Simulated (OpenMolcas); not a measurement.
**Co2+: ligand-field states by method**

Co2+ with its 6 nearest fluoride ions at 2.098 Å, on the Y site of Cs2NaYF6 (a = 9.075 Å, distance in the model lattice 2.178 Å). The rest of the host is ab initio model potentials to 7.6 Å, with orthogonalisation functions on the cations behind the ligands, and point charges beyond; the distance is set by hand and nothing relaxes, and no local charge compensation is placed. Ligand basis ANO-RCC-VDZP.
```
Co    0.0000    0.0000    0.0000
F     2.0980    0.0000    0.0000
F     0.0000    2.0980    0.0000
F    -2.0980    0.0000    0.0000
F     0.0000   -2.0980    0.0000
F     0.0000    0.0000    2.0980
F     0.0000    0.0000   -2.0980
```

| Quantity | Value |
| --- | --- |
| Program | OpenMolcas |
| Basis | ANO-RCC-VTZP [6s5p3d2f1g] |
| Scalar Hamiltonian | DKH2, point nucleus |
| Active space | 7 electrons in 5 orbitals (3d) |
| State averaging | 2S+1 = 4 even, 10 roots; 2S+1 = 2 even, 40 roots |
| Spin-orbit coupling | state interaction with AMFI integrals over the reference wave functions |

I. CASSCF
II. SS-CASPT2, IPEA 0.25 Eh, imaginary shift 0.1 Eh (closed shells correlated: 3s 3p and the ligand valence shells)

Spin-free states (labels of O, the rotations of Oh) in cm-1, each column counted from its own energy of the first state listed:

| State | Degeneracy | I | II |
| --- | --- | --- | --- |
| 4T1 | 3 | 0 | 0 |
| 4T2 | 3 | 4951 | 6710 |
| 4A2 | 1 | 10867 | 13950 |
| 2E | 2 | 16311 | 13400 |
| 2T1 | 3 | 20054 | 17060 |
| 2T2 | 3 | 20149 | 17250 |
| 4T1 | 3 | 22322 | 19840 |
| 2A1 | 1 | 23177 | 20890 |
| 2T1 | 3 | 25701 | 20470 |
| 2T2 | 3 | 27749 | 24480 |
| 2T1 | 3 | 28032 | 26030 |
| 2E | 2 | 29877 | 27450 |
| 2E | 2 | 32509 | 30730 |
| 2T2 | 3 | 32658 | 29800 |
| 2T1 | 3 | 32671 | 31280 |
| 2T2 | 3 | 46068 | 38680 |
| 2T1 | 3 | 46500 | 39950 |
| 2A2 | 1 | 47323 | 40580 |
| 2T2 | 3 | 71007 | 60360 |
| 2E | 2 | 71023 | 61000 |

From I to II, I's first state of the same spin (4T2) moves from 4951 to 6710 cm-1, by about +1800 cm-1.

From I to II, I's first state of another spin (2E) moves from 16311 to 13400 cm-1, by about -2900 cm-1.

I: A least-squares ligand-field fit to the states below 45000 cm-1, each weighted by its degeneracy and with a free common offset, gives 10Dq = 5636 cm-1, B = 1219 cm-1 and C = 4486 cm-1 (C/B = 3.68), with an rms deviation of 90 cm-1. The same method and metal basis give the free ion B = 1229 cm-1 (fit to its terms below 60000 cm-1, rms deviation 20 cm-1), so the nephelauxetic ratio is β = 1219 / 1229 = 0.99; it hangs on how both fits weigh the states, and computed free-ion B values tend to be too large, so β mixes covalency with correlation.

χT at 300 K: I 3.69, II 3.60 cm3 K/mol.

Roots that are degenerate in the reference are averaged as groups; the widest CASPT2 spread within a group is 66 cm-1 (the 2-fold group of multiplicity 2 near 27500 cm-1 above the lowest state of its run, II). Shifts and gaps below about the spread of the groups concerned are not significant. Over all roots computed the reference weight is 0.72 to 0.73 in II; a low but even weight reflects the number of correlated electrons. An orbital triplet at a regular site is open to Jahn-Teller coupling, which can distort the site and quench the lowest spin-orbit gaps and is left out. Ligand-to-metal charge-transfer states are missing. Without dynamic correlation the repulsion within the d shell is too large (B by tens of per cent), so at a given field states of lower spin stand too high (holds for I). With no ligand orbital active B as a rule stays too high, so bands that hang on it stand too high and its fall with covalency is understated (holds for I). With metal d orbitals alone and no dynamic correlation 10Dq can be off by a tenth to a fifth, either way, in oxide and fluoride hosts (holds for I). A single d shell leaves out the double-shell effect, which counts most for late 3d ions, where the CASPT2 field can be off either way by tens of per cent (holds for II). These CASPT2 states fit no ligand-field parameters well, so their order and spin gaps are uncertain (holds for II). For late 3d ions with one d shell CASPT2 can put B and the spin-flip bands somewhat low as well as high (holds for II). With one d shell and no ligand orbital active, 10Dq can be off by tens of per cent for divalent 3d ions, low with halides held by bare charges and at times high in hosts (holds for II). Free-ion shares, where given, are those of the reference states; single-state CASPT2 does not remix them (holds for II). No measured value stands beside these numbers; the geometry was set by hand and not optimised.
